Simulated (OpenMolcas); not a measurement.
What dynamic correlation does to the levels of Ir⁷⁺

```
Program             : OpenMolcas
Basis               : ANO-RCC-VTZP [8s7p5d3f1g]
Scalar Hamiltonian  : DKH2, point nucleus
Active space        : 2 electrons in 5 orbitals (5d)
State averaging     : 2S+1 = 3 even, 10 roots; 2S+1 = 1 even, 15 roots kept (CI in the orbitals of an earlier block)
Spin-orbit coupling : RASSI with atomic mean-field integrals over the reference wave functions, term energies averaged over their components
```

Methods on the same reference wave functions:
A. CASSCF
B. SS-CASPT2, IPEA 0.25 Eh, imaginary shift 0.1 Eh (closed shells correlated: 5s 5p)

Energies in cm⁻¹ above 5d² ³F₂, the measured ground level; measured values from van het Hof, Joshi, Wyart and Sugar, J. Res. Natl. Inst. Stand. Technol. 100, 687 (1995).

```csv
Level,A,B,Measured
5d² ³F₂,0.0,0.0,0.0
5d² ³F₃,12769,13120,12672
5d² ³P₀,19731,17840,17254
5d² ³F₄,22400,22350,21615
5d² ³P₁,27724,26280,25221
5d² ¹G₄,39010,37600,36253
5d² ³P₂ [55 %],41867,40080,
5d² ¹S₀,72014,66600,65022
```

Deviations, from unrounded energies. A percentage is the sum of absolute deviations over the sum of measured energies, with the sign that they share, or ± where signs differ.

```
                        Against measurement  Levels      A     B
             mean absolute deviation (cm-1)       6   2600   960
      fine structure of the ground term (%)       2   +2.6  +3.5
other terms of the ground configuration (%)       4  +10.2  +3.2
```

B lies closest to measurement on these levels. The largest miss of B in the table is 5d² ¹S₀, by +1600 cm-1. The ranking rests on the paired levels alone, and a cruder setting can come out closer through cancelling errors.

From A to B the spin-free energies of the other terms of 5d² shown, above ³F, scale by factors of 0.88 to 0.89, as is usual when dynamic correlation screens the repulsion within a d or f shell.

The lowest spin-free term lies below A's lowest term by 0.209 hartree in B.

CASPT2 does not keep the components of a term degenerate, so their means are used; among the terms shown or strongly mixed into the levels shown the widest spread is 500 cm-1 (5d² ¹G, B). Terms from blocks run as CI alone lack orbitals of their own. Without dynamic correlation excited terms often stand tens of per cent too high (terms of higher spin than the ground term too low), and those without a measured partner can miss by more than the paired ones (holds for A). Computed and measured levels are paired by configuration, term and J; levels that our copy of the source lacks, or whose pairing is in doubt (as where it misses far off the trend of its configuration), stay unpaired and out of the deviations. Levels of configurations outside the active space are missing. The table leaves out levels that lie high or whose names do not pair safely across all columns.

A share in square brackets marks a mixed level and gives the weight of the term that names it, the lowest over the columns.
